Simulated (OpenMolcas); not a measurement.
Mn4+ (d3) in a complex was computed by SS-CASPT2, IPEA 0.25 Eh, imaginary shift 0.1 Eh with the d shell active (OpenMolcas, ANO-RCC-VTZP on the metal). Its lowest spin-free states, and all those of the highest spin:

```json
{"2S+1": "4", "Degeneracy": "3", "E (cm-1)": "0"}
{"2S+1": "2", "Degeneracy": "2", "E (cm-1)": "840"}
{"2S+1": "2", "Degeneracy": "3", "E (cm-1)": "2060"}
{"2S+1": "2", "Degeneracy": "3", "E (cm-1)": "3320"}
{"2S+1": "2", "Degeneracy": "3", "E (cm-1)": "5010"}
{"2S+1": "2", "Degeneracy": "1", "E (cm-1)": "6040"}
{"2S+1": "4", "Degeneracy": "3", "E (cm-1)": "9020"}
{"2S+1": "2", "Degeneracy": "3", "E (cm-1)": "9510"}
{"2S+1": "2", "Degeneracy": "2", "E (cm-1)": "9620"}
{"2S+1": "2", "Degeneracy": "3", "E (cm-1)": "10190"}
{"2S+1": "2", "Degeneracy": "3", "E (cm-1)": "13440"}
{"2S+1": "4", "Degeneracy": "3", "E (cm-1)": "15200"}
{"2S+1": "4", "Degeneracy": "1", "E (cm-1)": "21910"}
```

Q: Is the site octahedral, tetrahedral or cube-like, axial, or of lower symmetry?

A: The states with 2S+1 = 4 have orbital degeneracies 3, 3, 3, 1. Threefold states need a cubic site. For d3 at this spin an octahedron puts the single A2 below the threefold T2 and a tetrahedron or cube puts the threefold T1 below the threefold T2, so the site is a tetrahedron or a cube, which this pattern cannot tell apart. The run had Mn4+ with 4 ligands (sulfide) in tetrahedral coordination (Td) at 2.17 Å. A charge of +1 e stands 2.8 Å behind each ligand. Ligand basis ANO-RCC-VDZP.

Roots that are degenerate in the reference are averaged as groups; the widest CASPT2 spread within a group is 2700 cm-1 (the 3-fold group of multiplicity 4 near 9020 cm-1 above the lowest state of its run). Shifts and gaps below about the spread of the groups concerned are not significant. Over all roots computed the reference weight is 0.52 to 0.59; the roots of lowest weight are the least certain, and an intruder state may touch them. An orbital triplet at a regular site is open to Jahn-Teller coupling, which can distort the site and quench the lowest spin-orbit gaps and is left out. This shell can be high or low spin here, a state of another spin lies low, and with metal d orbitals alone active their balance is uncertain, so the ground spin may be wrong. The least metal-like active orbital is 74 % on the metal (Löwdin) and no ligand orbital is active, so the numbers are rough. The sulfide ions are held by bare point charges, a crude embedding. Ligand-to-metal charge-transfer states are missing. This ion would oxidise such ligands; the complex is a model and need not exist. With no ligand orbital active B as a rule stays too high, so bands that hang on it stand too high and its fall with covalency is understated. With one d shell and no ligand orbital active, 10Dq can be off by a tenth or more. No measured value stands beside these numbers; the geometry is a model, was not optimised and need not be the one that this ion takes.
